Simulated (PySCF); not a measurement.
Correlation energy of Nb²⁺ (niobium, charge +2)

[Kr] 4d2 5p1, one real determinant (an excited configuration). Computed with PySCF 2.14 in def2-QZVPPD with the def2 core potential (28 electrons) (7s5p4d3f2g, 81 functions), with a scalar-relativistic core potential. Frozen: 4s2 4p6; 3 electrons correlated.

```
  level  correlation energy (mhartree)
   CCSD                         -16.17
    (T)                          -0.54
CCSD(T)                         -16.71
```

Diagnostics: T1 = 0.015, D1 = 0.0334, largest double amplitude 0.157.

Question: Is a single reference adequate?

Answer: Not fully. The real determinant used has ⟨L²⟩ near 14 against 20 for a pure G term, so it mixes terms. A double-excitation amplitude exceeds 0.15, a sign of near-degeneracy.

The reference is one real determinant that mixes LS terms of this configuration.
